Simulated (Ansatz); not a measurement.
# Reading a saddle point

A first-order saddle point of CH$_{6}$SZn, singlet, PBE0-D4/def2-TZVP, with one imaginary mode of 1060i cm⁻¹:

```tsv
atom	x (Å)	y (Å)	z (Å)
Zn1	-0.3843	0.1476	-0.0102
S2	0.7744	2.0370	-1.1929
C3	0.1800	-1.2719	1.1897
H4	-0.8009	1.5424	-1.1396
H5	-1.6638	0.9200	-0.8643
H6	0.9900	1.2496	-2.2609
H7	1.0487	-1.7836	0.7704
H8	0.4708	-0.8415	2.1505
H9	-0.6148	-1.9995	1.3573
```

Computed with Ansatz 0.2.0 (basis: def2-TZVPP and def2-QZVPP); correlated methods freeze the cores. The 3s and 3p shells of Cu and Zn are frozen; filled d shells are correlated. Extrapolation: Hartree–Fock as exp(−7.88 √X), correlation as X^−2.97.

**Question.** Which contacts change along the imaginary mode, and what lies on either side? (A judgement: the text doesn't fix the answer.)

**Answer.** By the calculation: The step is CH₄SZn ([CH3][Zn][SH]) + H₂ → CH₄Zn ([CH3][ZnH]) + H₂S, with the molecules in contact on both sides. Shortening one way: Zn1–H5, S2–H4; lengthening the same way: Zn1–S2, H4–H5.
```tsv
pair	one side (Å)	saddle (Å)	other side (Å)
Zn1–H5	3.58	1.72	1.55
S2–H4	3.34	1.65	1.34
Zn1–S2	2.18	2.51	2.91
H4–H5	0.75	1.10	3.30
```

**Question.** Which side is lower, and how far does the saddle lie above each? (To be estimated.)

**Answer.** Computed: The side with Zn1–S2, H4–H5 short is lower by 0.771 eV; the saddle lies 1.601 eV above it and 0.830 eV above the other (CCSD(T) at an estimated basis limit (MP2 extrapolated from triple and quadruple zeta, plus CCSD(T) − MP2 in triple zeta); electronic energies).

No T1 diagnostic of these runs exceeds 0.014.

Labels in which every atom is bracketed show which atoms are joined, not bond orders.

For scale, one of the runs: CCSD(T)/def2-TZVPP, 221 basis functions (an equivalent command: `ansatz run in.yaml --threads 4`). Time: 22 s of wall clock on 4 CPU threads; the host was shared. Peak host memory: 3.4 GiB.
